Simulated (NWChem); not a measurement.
Species: SnClF, singlet; SMILES [F][Sn][Cl]

Low-valent species are run as closed-shell singlets; no triplet was tried in these runs. def2 effective core potentials on Sn; no spin-orbit coupling.

Question: Give the equilibrium geometry at PBE0/def2-SVP with def2 effective core potentials on Sn (NWChem) as an XYZ file, with the point group.

Answer: point group Cs; any orientation.
```
3

Sn    -0.3438     0.4451     0.0000
F      1.4396     1.2418     0.0000
Cl     0.3317    -1.8438     0.0000
```
